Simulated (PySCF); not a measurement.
Delta-SCF ions had no search for a lower state. Excitations are Tamm–Dancoff values on a coarser integration grid. The basis has no diffuse functions, so Rydberg states are missing or too high.

Z-matrix (Å, degrees):
```
C
C 1 1.4017
C 2 1.3853 1 119.99
F 3 1.3310 2 118.95 1 -179.82
C 3 1.3895 4 119.19 2 -179.46
H 2 1.0910 3 118.62 4 -1.00
H 5 1.0912 3 119.78 4 -0.14
C 5 1.3915 7 122.10 3 -179.55
H 8 1.0934 5 118.47 7 -0.36
C 8 1.4027 9 119.57 5 -179.93
C 1 1.4707 2 120.54 6 1.97
C 11 1.3378 1 126.60 2 19.52
H 12 1.0922 11 120.86 1 -179.87
H 12 1.0936 13 116.82 11 179.19
H 11 1.0964 12 117.71 13 0.90
Si 10 1.8817 8 118.47 9 -0.93
H 16 1.4937 10 107.66 8 0.62
H 16 1.4951 17 109.06 9 121.37
H 16 1.4964 17 108.74 18 117.02
```
Charge 0, spin multiplicity 1.

Predict the LUMO, HOMO–LUMO gap, S1 excitation (TDA), dipole moment and vertical ionisation energy (Delta-SCF) from PySCF with PBE-D3(BJ)/def2-TZVP // PBE0-D3(BJ)/def2-SVP.


- LUMO = -2.36 eV
- HOMO–LUMO gap = 3.63 eV
- S1 excitation (TDA) = 4.26 eV
- dipole moment = 0.33 D
- vertical ionisation energy (Delta-SCF) = 8.39 eV
